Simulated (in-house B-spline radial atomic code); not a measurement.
Radial electron density of the rhodium ion Rh³⁺, [Kr] 4d5 5p1. Computed with an all-electron radial atomic-structure program (B-spline basis): non-relativistic B97-1, spin-polarised, spherical fractional occupations, point nucleus.

Caution: exact exchange at fractional occupations of open shells leaves self-interaction of up to several eV.

Columns: r (bohr), 4πr²n(r) (electrons per bohr), bar.

```
 0.00159    1.756 #
 0.00197    2.605 ##
 0.00244    3.831 ##
 0.00302     5.57 ###
 0.00373    7.971 #####
 0.00461    11.25 #######
 0.00571    15.64 ##########
 0.00706    21.18 #############
 0.00874    27.93 #################
  0.0108    35.49 ######################
  0.0134    43.39 ###########################
  0.0165    50.12 ###############################
  0.0205    54.83 ##################################
  0.0253    56.05 ###################################
  0.0313    53.91 ##################################
  0.0387    50.19 ###############################
  0.0479    48.29 ##############################
  0.0593    51.55 ################################
  0.0733    59.97 ######################################
  0.0907     68.7 ###########################################
   0.112    70.35 ############################################
   0.139       62 #######################################
   0.172    50.69 ################################
   0.212    47.18 ##############################
   0.263    52.87 #################################
   0.325    55.92 ###################################
   0.402    46.01 #############################
   0.497    28.26 ##################
   0.615    16.24 ##########
   0.761    14.36 #########
   0.942    15.14 #########
    1.16    12.49 ########
    1.44    7.337 #####
    1.78    3.369 ##
    2.21    1.419 #
    2.73    0.701 
    3.38   0.3417 
    4.18   0.1225 
    5.16  0.02765 
    6.39 0.003147 
     7.9 0.0001568 
    9.78 2.703e-06
```

On this grid the curve has 4 maxima, near 0.0253, 0.112, 0.325, 0.942 bohr.

The 4d up radial function P(r) = rR(r), positive near the nucleus:

```csv
r (bohr),P
0.0134,0.001623
0.0205,0.005241
0.0313,0.01599
0.0479,0.04544
0.0733,0.1153
0.112,0.2474
0.172,0.4173
0.263,0.4685
0.402,0.1789
0.615,-0.4362
0.942,-0.9146
1.44,-0.8268
2.21,-0.3843
3.38,-0.08214
5.16,-0.005687
```
